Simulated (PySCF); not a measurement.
Two structures of BH₃ClO₂F, singlet, reached by relaxing down either side of one saddle point (PBE0-D4/def2-TZVP). Energies are electronic, without zero-point energy. PySCF 2.14 with density fitting (its default auxiliary sets; JK sets also for MP2 and CCSD(T)); basis: def2-TZVPP and def2-QZVPP; cores frozen in the correlated methods. Extrapolation: Hartree–Fock as exp(−7.88 √X), correlation as X^−2.97. First:

```
atom    x (Å)    y (Å)    z (Å)
  B1  -0.2567  -0.1714  -0.8173
  F2   0.4913   0.7874  -0.2134
  O3  -0.2874  -0.2330  -2.1661
  O4  -0.9593  -1.0529  -0.0832
  H5   0.5286   0.8158   1.9251
 Cl6   0.0258   0.1763   2.9200
  H7   0.2464   0.4435  -2.5873
  H8  -0.8682  -0.9295   0.8682
```

Second:

```
8
angstrom
B -0.7938 -0.1675 -0.1717
F 2.7450 0.2872 0.2171
O -1.0618 0.3797 -1.3679
O -0.9863 -1.4815 0.0249
H 1.9593 0.5526 0.6333
Cl -0.1946 0.8706 1.1838
H -0.8872 1.3210 -1.4233
H -0.7627 -1.7894 0.9050
```

Problem. Which bonds change from the first to the second?

Solution. BH₂O₂F ([OH][B]([OH])[F]) + HCl → BH₂ClO₂ ([OH][B]([OH])[Cl]) + HF; bonds formed: B1–Cl6, F2–H5; bonds broken: B1–F2, H5–Cl6.

Problem. Give the saddle point's structure and its height above each. (To be estimated.)

Solution. Computed: 161.7 kJ/mol above the first and 106.5 kJ/mol above the second (CCSD(T) at an estimated basis limit (MP2 extrapolated from triple and quadruple zeta, plus CCSD(T) − MP2 in triple zeta)).
```xyz
8
angstrom
B -0.1652 -0.2258 -0.2901
F 1.3692 0.1845 0.1136
O -0.5522 0.3613 -1.4369
O -0.4150 -1.5251 -0.0470
H 0.8818 0.7417 0.9190
Cl -0.6179 1.0099 1.4334
H -0.3618 1.2977 -1.5052
H -0.1391 -1.8442 0.8131
```

T1 diagnostic: at most 0.012.

Labels in which every atom is bracketed show which atoms are joined, not bond orders.

For scale, one of the runs: CCSD(T)/def2-TZVPP, 208 basis functions, launched by `OMP_NUM_THREADS=4 python run.py`. The run took 17 min on 4 CPU threads of an Intel Xeon (shared host), with 3.6 GiB of host memory at its peak.
